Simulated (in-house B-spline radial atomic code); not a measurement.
Binding energies in the samarium ion Sm²⁺

NIST's tabulated ground configuration is [Xe] 4f6; each binding energy is the energy of the ion with one electron taken from that subshell, relaxed, less that of the parent. Method: Dirac-Kohn-Sham PBE0, spherical fractional occupations, Fermi nucleus of rms radius 5.0819 fm. Calculated with a radial B-spline atomic code at the basis-set limit. Energies include first-order Breit, QED and recoil terms.

Caution: exact exchange at fractional occupations of open shells leaves self-interaction of up to several eV.

```
subshell  X-ray name  binding energy (eV)  -ε (eV)  relaxation (eV)
      1s           K              46971.1  46761.3           -381.9
      2s          L1               7722.1   7679.9            -63.9
   2p1/2          L2               7337.1   7275.7            -82.2
   2p3/2          L3               6740.5   6672.5            -82.0
      3s          M1               1720.4   1706.7            -17.7
   3p1/2          M2               1547.9   1532.7            -18.9
   3p3/2          M3               1427.9   1409.9            -20.3
   3d3/2          M4               1131.8   1109.0            -24.1
   3d5/2          M5               1106.4   1082.4            -24.7
      4s          N1                363.6    356.5             -7.9
   4p1/2          N2                296.4    289.2             -7.9
   4p3/2          N3                270.6    262.2             -8.8
   4d3/2          N4                159.5    151.1             -8.5
   4d5/2          N5                155.1    146.2             -8.9
      5s          O1                65.48    59.87            -5.74
   5p1/2          O2                46.42    41.14            -5.37
   5p3/2          O3                43.05    37.47            -5.62
      4f        N6,7                23.21    15.26            -7.85
```

Relaxation = -ε minus the binding energy without Breit, QED and recoil terms. With a density functional, K lines can miss by some tenths of a per cent, more in light atoms. For a density functional the relaxation so defined is negative, because -ε of a Kohn-Sham level is smaller than the binding energy.

Emission lines follow as differences of binding energies, with λ = 12398.42 eV·Å / E:

```csv
line,holes,energy (eV),wavelength (Å)
K-L3,1s → 2p3/2,40230.6,0.30818
K-L2,1s → 2p1/2,39634.0,0.31282
K-M3,1s → 3p3/2,45543.2,0.27223
L3-M5,2p3/2 → 3d5/2,5634.1,2.2006
L2-M4,2p1/2 → 3d3/2,6205.3,1.998
L1-M3,2s → 3p3/2,6294.2,1.9698
L3-M1,2p3/2 → 3s,5020.1,2.4698
L2-N4,2p1/2 → 4d3/2,7177.6,1.7274
```

(1) What screening constant σ does Moseley's law, E = (3/4)·13.6057 eV·(Z - σ)², need for K-L3?

Moseley's non-relativistic formula needs a falling, then negative, screening constant for heavy elements, because relativity binds the 1s electron more strongly than the formula allows.

(2) What does it cost to remove both a 3s and a 4s electron?

(3) What does it cost to remove both a 2s and a 4p1/2 electron?

(4) What does it cost to remove both a 3p1/2 and a 4d5/2 electron?

Results:

(1) σ = -0.79.

(2) 2109.9 eV, which is 25.97 eV more than the two single binding energies together.

(3) 8047.1 eV, which is 28.67 eV more than the two single binding energies together.

(4) 1727.3 eV, which is 24.31 eV more than the two single binding energies together.
